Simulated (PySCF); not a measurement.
**Cs²⁸⁺: ionisation energy**

Cs²⁸⁺ [Ar] 3d9 (2D) → Cs²⁹⁺ [Ar] 3d8 (3F), as a difference of total energies. Calculation: PySCF 2.14, in an even-tempered Gaussian basis (19 s from 3.6 bohr⁻², ratio 2.5; 13 p from 4.7 bohr⁻², ratio 2.5; 8 d from 4.7 bohr⁻², ratio 2.5; 4 f from 23 bohr⁻², ratio 2.7; 3 g from 34 bohr⁻², ratio 2.7); scalar relativity by spin-free X2C-1e. Correlated levels: outer shells: [Ne] frozen; virtual orbitals above 40 to 60 times the deepest correlated orbital energy dropped. The calculations carry no spin-orbit coupling.

```tsv
method	ionisation energy (eV)
UHF	1677.4
LDA	1678.9
PBE	1677.7
PBE0	1678.2
r2SCAN	1677.3
r2SCAN0	1677.9
M06-L	1678.8
MP2 (outer shells)	1679.3
SCS-MP2 (outer shells)	1679.0
```

A first-order spin-orbit estimate (lowest level to lowest level, LS coupling) adds -3.222 eV.

Breit and QED terms and the two-electron picture change are absent.

For comparison: 1672 ± 4 eV (theoretical estimate listed by NIST; NIST Atomic Spectra Database, ionization energies).
